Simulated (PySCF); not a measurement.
A side-by-side comparison of computed properties.

First species: C7H15N.
Atom-mapped SMILES: `[CH3:1][CH2:2][C@@H:3]1[CH2:4][CH2:5][CH2:6][NH:7][CH2:8]1` (hydrogens: H9, H10, H11 on C1; H12, H13 on C2; H14 on C3; H15, H16 on C4; H17, H18 on C5; H19, H20 on C6; H21 on N7; H22, H23 on C8)

Second species: C3H15NSSi3.
SMILES with atom numbers: `[CH3:1][C:2]([CH3:3])([SiH2:4][NH2:5])[SiH2:6][S:7][SiH3:8]` (hydrogens: H9, H10, H11 on C1; H12, H13, H14 on C3; H15, H16 on Si4; H17, H18 on N5; H19, H20 on Si6; H21, H22, H23 on Si8)

Cartesian coordinates in Å at the GFN2-xTB level; atoms count from 1:
```xyz
23
C3H15NSSi3 angstrom
C     -1.1885    1.8391   -0.0294
C     -0.5331    0.4626    0.1017
C      0.2025    0.4027    1.4431
Si    -1.8640   -0.9163    0.0834
N     -2.7170   -0.7786   -1.4060
Si     0.7032    0.2608   -1.3317
S      1.7978   -1.5932   -1.2328
Si     3.5204   -1.1875   -0.0317
H     -1.6848    1.9478   -0.9912
H     -1.9270    1.9932    0.7573
H     -0.4444    2.6320    0.0511
H      0.9857    1.1607    1.5007
H     -0.4890    0.5757    2.2678
H      0.6599   -0.5737    1.5918
H     -2.6843   -0.7304    1.2980
H     -1.2800   -2.2529    0.0850
H     -3.3592   -1.5140   -1.6499
H     -3.1086    0.1112   -1.6688
H      0.0681    0.2003   -2.6407
H      1.6963    1.3408   -1.2917
H      4.0388    0.1293   -0.3846
H      4.4395   -2.2562   -0.3832
H      3.1629   -1.2266    1.3825
```

Levels: PBE0/pcSseg-1 for HOMO energy, LUMO energy and HOMO–LUMO gap. Geometries: GFN2-xTB. All species are isolated and taken at one optimised geometry, non-relativistic unless stated; the electronic structure was computed with PySCF and density fitting.

The conformers computed, where there is a choice (atom-mapped SMILES and torsion angles):
- `[CH3:1][C:2]([CH3:3])([SiH2:4][NH2:5])[SiH2:6][S:7][SiH3:8]`: C1–C2–Si4–N5 59°, C1–C2–Si6–S7 177°, C2–Si6–S7–Si8 -88°, H–N5–Si4–C2 171°, H–N5–Si4–C2 -53°

The conformers of `CC[C@@H]1CCCNC1` aren't listed.

Values for the first species:

| Property | Result |
| --- | --- |
| HOMO energy | -6.11 eV |
| LUMO energy | 1.27 eV |
| HOMO–LUMO gap | 7.38 eV |

Problem. Estimate the same properties for the second species, and the change in each.

Solution. 
```tsv
property	first	second	second less first
HOMO energy	-6.11 eV	-7.04 eV	-0.93 eV
LUMO energy	1.27 eV	0.03 eV	-1.24 eV
HOMO–LUMO gap	7.38 eV	7.07 eV	-0.31 eV
```

